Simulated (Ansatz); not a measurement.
Gas-phase electronic energies from Ansatz, PBE0-D4/def2-TZVP geometries. CCSD(T)/CBS is the MP2 limit (def2-TZVPP, def2-QZVPP) plus CCSD(T) − MP2 in def2-TZVPP, frozen cores. This one scheme is used for every species. Functionals use def2-TZVPP. B3LYP here is the variant with VWN-RPA as its local correlation; programs differ in this. HSE06 is defined as in plane-wave codes. One conformer a species, not always the lowest.

Consider the cleavage of the Al–B bond: `C[B](F)[AlH2]` + `O[SiH](O)[SiH3]` → `O[SiH]([SiH3])[O][AlH2]` + `CBF`.

```csv
level,ΔE (kcal/mol),difference from CCSD(T)/CBS
PBE-D4,-44.4,5.7
B3LYP-D4,-50.4,-0.3
r2SCANh-D4,-49.9,0.2
HSE06-D4,-46.4,3.7
B2PLYP,-51.2,-1.1
BLYP,-48.2,1.9
r2SCAN,-49.4,0.7
r2SCAN0,-50.2,-0.1
HSE06,-46.0,4.1
RPA@PBE/def2-TZVPP,-49.1,1.0
MP2/def2-SVP,-53.9,-3.8
CCSD/def2-SVP,-52.0,-1.9
SCS-MP2/def2-TZVPP,-52.7,-2.6
CCSD/def2-TZVPP,-50.7,-0.6
CCSD(T)/def2-TZVPP,-50.1,0.0
MP2/def2-QZVPP,-52.7,-2.6
CCSD(T)/CBS,-50.1,0
```

Largest T1 diagnostic among the species: 0.013.

Leaving LDA and LC-ωPBE aside and taking each functional with its dispersion term where it has one, the values, not all of them listed here, spread over 8.7 kcal/mol, from BHLYP-D4 to revPBE-D4. In def2-TZVPP, CCSD(T) changes the Hartree–Fock value by +4.4 kcal/mol (the triples alone add +0.6 kcal/mol) and MP2 by +2.0 kcal/mol.
